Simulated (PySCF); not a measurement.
C⁺ (carbon, charge +1): UHF calculation

Configuration: [He] 2s1 2p1 3d1, one real determinant (an excited configuration). Calculation: PySCF 2.14, in dyall-acv3z; no relativity, point nucleus.

```
Total energy                                                  : -36.454211 hartree
One-electron energy                                           : -45.3008 hartree
Hartree (Coulomb) energy                                      : 13.4515 hartree
Exchange energy                                               : -4.6049 hartree
Kinetic energy                                                : 36.57225 hartree
⟨S²⟩                                                          : 3.7500
⟨L²⟩                                                          : 8.009
Sum of ⟨r⟩                                                    : 7.083 bohr
Sum of ⟨r²⟩                                                   : 20.96 bohr²
Traceless quadrupole moment −½Σ⟨3z² − r²⟩ along its main axis : 3.76 e·bohr²
Density at the nucleus (Gaussians lack the cusp)              : 125 bohr⁻³
Spin density at the nucleus                                   : 4.05 bohr⁻³
Langevin diamagnetic susceptibility                           : -16.6 ×10⁻⁶ cm³/mol
```

```tsv
shell	electrons	mean orbital energy (eV)	rms radius, mean of both spins (bohr)
1s α	1	-336.24	0.311
1s β	1	-333.30	0.311
2s α	1	-41.933	1.48
2p α	1	-33.872	1.45
3d α	1	-5.892	4.06
```

⟨L²⟩ = 8.01 against 12 for a pure F term, so this real determinant mixes terms. The outer electron is Rydberg-like, and this basis confines it to a smaller radius and binds it less than a complete one would.

Spin-orbit constants ζ (cm⁻¹) from the X2C one-electron operator on these orbitals (non-relativistic here): bare nucleus, nucleus screened by l(l+1)(2l+1)/3 electrons, and screened by the Breit-Pauli mean field of the electrons.

```csv
shell,bare,screened nucleus,mean field
2p,95.60,63.73,52.78
3d,1.510,0.5035,0.4374
```

To first order the Landé constant is A = 5.961 cm⁻¹, so the lowest level has J = 3/2 and lies 0.00443 eV below the centre of the term. This holds in LS coupling only.
